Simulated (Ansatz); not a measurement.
These are PBE-D3(BJ)/def2-TZVP in Ansatz (a quantum-chemistry and plane-wave program) values and carry that method's errors. No frequencies were computed at this level.

Ansatz 0.2 input:
```yaml
crystal:
  periodic: [false, false, false]
  atoms:
    - { symbol: F, position_ang: [1.408442, 1.02986, -0.066171] }
    - { symbol: C, position_ang: [0.659665, -0.074074, -0.019224] }
    - { symbol: C, position_ang: [-0.660695, -0.063295, 0.022118] }
    - { symbol: F, position_ang: [-1.392836, 1.052732, 0.02154] }
    - { symbol: H, position_ang: [1.240818, -0.982801, -0.018212] }
    - { symbol: H, position_ang: [-1.255393, -0.962421, 0.059947] }
basis:
  gaussian: { orbitals: def2-tzvp }
hamiltonian:
  xc: pbe
  dispersion: d3bj
relax:
  max_steps: 150
```

Output:

```
Functional definition: PBE
760 factors; their error is unknown
mean field evaluation 1: about -7530.1676 eV, gradient 4.5e1 eV
mean field evaluation 2: about -7528.2481 eV, gradient 5.1e1 eV
mean field evaluation 4: about -7534.4571 eV, gradient 4.5e0 eV
mean field evaluation 8: about -7534.4653 eV, gradient 7.0e-2 eV
mean field evaluation 16: about -7534.4653 eV, gradient 1.1e-5 eV
mean field -7534.46527866 eV, -276.8864919468 hartree, gradient 5.4e-6 eV, S^2 0.000000; 0 other end points of the search recorded, 0 dependent functions left out
reference -7534.46530506 eV, -276.8864929169 hartree; 16, 16 occupied and 120, 120 virtual orbitals, 760 factors
relax step   1: F+E_penalty+E_count = -7534.53660883 eV  Δ(F+E_penalty+E_count) = +0.000e0 eV  max|allowed force component| = 5.389e-1 eV/Å  Δτ_max = 0.0000 Å  (29 SCF iters, accepted)
these checks for a lower state are left out or cut short: starts, cluster_reference, orbital_swaps, neighbouring_geometries, increment
760 factors; their error is unknown
mean field -7534.48130466 eV, -276.8870808915 hartree, gradient 9.2e-6 eV, S^2 0.000000; 0 other end points of the search recorded, 0 dependent functions left out
reference -7534.48133113 eV, -276.8870818642 hartree; 16, 16 occupied and 120, 120 virtual orbitals, 760 factors
relax step   2: F+E_penalty+E_count = -7534.55252672 eV  Δ(F+E_penalty+E_count) = -1.592e-2 eV  max|allowed force component| = 2.074e-1 eV/Å  Δτ_max = 0.0108 Å  (32 SCF iters, accepted)
these checks for a lower state are left out or cut short: starts, cluster_reference, orbital_swaps, neighbouring_geometries, increment
760 factors; their error is unknown
mean field evaluation 32: about -7534.4838 eV, gradient 9.7e-6 eV
mean field -7534.48380144 eV, -276.8871726462 hartree, gradient 9.3e-6 eV, S^2 0.000000; 0 other end points of the search recorded, 0 dependent functions left out
reference -7534.48382793 eV, -276.8871736199 hartree; 16, 16 occupied and 120, 120 virtual orbitals, 760 factors
relax step   3: F+E_penalty+E_count = -7534.55500277 eV  Δ(F+E_penalty+E_count) = -2.476e-3 eV  max|allowed force component| = 1.773e-2 eV/Å  Δτ_max = 0.0080 Å  (32 SCF iters, accepted)
these checks for a lower state are left out or cut short: starts, cluster_reference, orbital_swaps, neighbouring_geometries, increment
760 factors; their error is unknown
mean field -7534.48384093 eV, -276.8871740975 hartree, gradient 9.3e-6 eV, S^2 0.000000; 0 other end points of the search recorded, 0 dependent functions left out
reference -7534.48386742 eV, -276.8871750712 hartree; 16, 16 occupied and 120, 120 virtual orbitals, 760 factors
relax step   4: F+E_penalty+E_count = -7534.55505305 eV  Δ(F+E_penalty+E_count) = -5.028e-5 eV  max|allowed force component| = 7.952e-3 eV/Å  Δτ_max = 0.0020 Å  (33 SCF iters, accepted)
760 factors; their error is unknown
mean field evaluation 64: about -7534.4838 eV, gradient 9.3e-6 eV
mean field -7534.48384093 eV, -276.8871740975 hartree, gradient 9.3e-6 eV, S^2 0.000000; 1 other end points of the search recorded, 0 dependent functions left out
reference -7534.48386742 eV, -276.8871750712 hartree; 16, 16 occupied and 120, 120 virtual orbitals, 760 factors
Total energy: -7534.55507955 eV, -276.8897920685 hartree
Atom 0 at     1.404584     1.048375    -0.066530 Å, force    -0.007940    -0.001620     0.000873 eV/Å
Atom 1 at     0.665229    -0.075750    -0.019167 Å, force     0.004111    -0.002450    -0.001391 eV/Å
Atom 2 at    -0.666271    -0.064880     0.022524 Å, force    -0.004230    -0.002382    -0.001130 eV/Å
Atom 3 at    -1.388706     1.071182     0.020931 Å, force     0.007952    -0.001749     0.000376 eV/Å
Atom 4 at     1.243324    -0.999674    -0.018042 Å, force    -0.000184     0.004103     0.000643 eV/Å
Atom 5 at    -1.258158    -0.979251     0.060282 Å, force     0.000291     0.004099     0.000629 eV/Å
Dipole moment:    -0.003349    -0.446737     0.009517 e Å
```

Cost: roughly 9 core-seconds.
